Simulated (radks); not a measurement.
Excited configurations of Dy II: one electron is placed in a higher orbital outside [Xe] 4f10. The ground configuration is [Xe] 4f10 6s1. Calculated with a radial shooting solver on a logarithmic mesh with Libxc functionals: scalar-relativistic Kohn-Sham, r2SCAN, spin-polarised, spherical densities, finite nucleus; open shells are filled with parallel spins first (spin-orbit coupling, left out, can overturn this in heavy ions); meta-GGA in the generalised Kohn-Sham scheme; Fermi nuclear charge, rms radius 5.2218 fm. Excitation = E - E(ground); binding = E(ion) - E, where the ion is the core of charge +2; n* = 2/sqrt(2 binding) in atomic units, and the quantum defect is n - n*.

| outer orbital | excitation (eV) | binding (eV) | n* | quantum defect | eigenvalue (eV) | <r> (bohr) |
|---|---|---|---|---|---|---|
| 5d | 2.219 | 9.451 | 2.400 | 2.600 | -5.936 | 2.903 |
| 5f | 8.261 | 3.409 | 3.995 | 1.005 | -2.437 | 8.940 |
| 6d | 7.036 | 4.634 | 3.427 | 2.573 | -3.478 | 7.574 |
| 7s | 6.192 | 5.478 | 3.152 | 3.848 | -4.402 | 7.693 |
| 7f | 10.067 | 1.603 | 5.826 | 1.174 | -1.263 | 23.30 |

The Delta-SCF ionisation energy is 11.670 eV (NIST Atomic Spectra Database: 11.65 eV, semi-empirical). Self-interaction in the functional shifts the binding energies and quantum defects, so they are the method's values and not measured ones. Open shells are spherical and high-spin; term and fine-structure splittings are not resolved. Spin-orbit splitting is averaged out at the scalar-relativistic level.
